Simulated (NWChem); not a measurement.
Molecule: CH$_{4}$ClFSi; SMILES C[Si@@H](F)Cl

Computed with NWChem. The geometry was optimised at PBE-D3(BJ)/def2-SVP. Total energies compare along this basis series because the functional is fixed.

| level | basis functions | energy (Ha) | highest occupied level (eV) | orbital gap (eV) | dipole (D) |
|---|---|---|---|---|---|
| PBE/pcseg-1 | 84 | -889.6252 | -7.69 | 7.44 | (withheld) |
| PBE/aug-pcseg-1 | 136 | -889.6365 | -7.68 | 7.02 | 2.23 |
| PBE/pcseg-2 | 184 | -889.7880 | -7.68 | 7.28 | 2.27 |
| PBE/STO-3G | 32 | -879.3202 | -3.93 | 7.43 | 2.74 |
| PBE/def2-SVP | 84 | -889.3288 | -7.41 | 7.56 | 2.10 |

**Question.** What belongs in the gaps?

**Answer.** 
- PBE/pcseg-1, dipole (D): 2.47
